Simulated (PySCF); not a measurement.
## Relaxation of doublet [SnCl2]+

All numbers come from PySCF, UPBE0, basis Sn def2-TZVP with ECP28, Cl def2-TZVP (scalar-relativistic core potentials, no spin–orbit coupling, density fitting). A (50,194) grid was used.

A hand-made bent start, of C2v symmetry, held to at least that symmetry:

```xyz
3
charge 1 multiplicity 2, angstrom
Sn    0.0000    0.0000   -0.4949
Cl    1.9186    0.0000    0.8485
Cl   -1.9186    0.0000    0.8485
```

Optimiser trace:
| step | E − E(last) (kJ/mol) | largest gradient (Eh/bohr) |
| --- | --- | --- |
| 0 | 9.31 | 0.02376 |
| 1 | 1.59 | 0.00838 |
| 2 | 0.26 | 0.00191 |
| 3 | 0.06 | 0.00092 |
| 4 | 0.00 | 0.00002 |

It ends at C2v with Sn–Cl 2.273 Å (×2); Cl–Sn–Cl 119.9° (after a last refinement on a finer grid). A frequency run shows a minimum. Other isomers or separated fragments may lie lower.

Final geometry:
Z-matrix (Å, degrees; charge 1 multiplicity 2):
```
Sn
Cl 1 2.2726
Cl 1 2.2726 2 119.88
```

With an element this heavy the missing spin–orbit coupling can shift these numbers.
